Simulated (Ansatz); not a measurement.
Harmonic frequencies (cm⁻¹) at PBE0-D4/def2-TZVP from Ansatz: 206, 296, 324, 479, 491, 733, 967, 1318, 2467.

Each molecule was computed in one conformer, which needn't be the lowest.

Which molecule is it?
A. `FB(Cl)[SeH]`
B. `BO`
C. `FB(F)S`
D. `FB(F)I`

A.
